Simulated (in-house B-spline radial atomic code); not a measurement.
## Al: [Ne] 3s2 3p1

Method: Dirac-Kohn-Sham B97-1, spherical fractional occupations, exact exchange averaged over the configuration, Fermi nucleus of rms radius 3.061 fm. Calculated with a B-spline radial code for spherical atoms.

Screening seen three ways: the hydrogenic charge with the same mean radius, Z_r = [3n² - l(l+1)]/(2<r>), the one with the same energy, Z_e = n√(-2ε), and Slater's rules. Values are occupation-weighted means over j.

| shell | electrons | ε (eV) | <r> (bohr) | Z_r | Z_e | Slater |
| --- | --- | --- | --- | --- | --- | --- |
| 1s | 2 | -1529.1 | 0.1201 | 12.49 | 10.60 | 12.70 |
| 2s | 2 | -113.87 | 0.6238 | 9.62 | 5.79 | 8.85 |
| 2p | 6 | -73.634 | 0.6022 | 8.30 | 4.65 | 8.85 |
| 3s | 2 | -8.471 | 2.551 | 5.29 | 2.37 | 3.50 |
| 3p | 1 | -3.4103 | 3.417 | 3.66 | 1.50 | 3.50 |

The least bound orbital is 3p3/2 at -3.405 eV, and it is also the most diffuse (<r> = 3.42 bohr).

Spin-orbit splittings of the orbital energies (j = l + 1/2 above j = l - 1/2 when positive): 2p 0.4486 eV, 3p 0.01603 eV.

For the 1s electron the small component carries 0.211 % of the norm, the zero-frequency Breit interaction raises the level by 0.8829 eV, self-energy by 0.369 eV, and vacuum polarisation lowers it by 0.02215 eV.

The density falls to 0.001 bohr⁻³ at 4.557 bohr; Σ<r²> = 32.917 bohr² gives, by the non-relativistic formula and without the paramagnetism of open shells, a Langevin diamagnetic susceptibility of -26.07×10⁻⁶ cm³/mol.
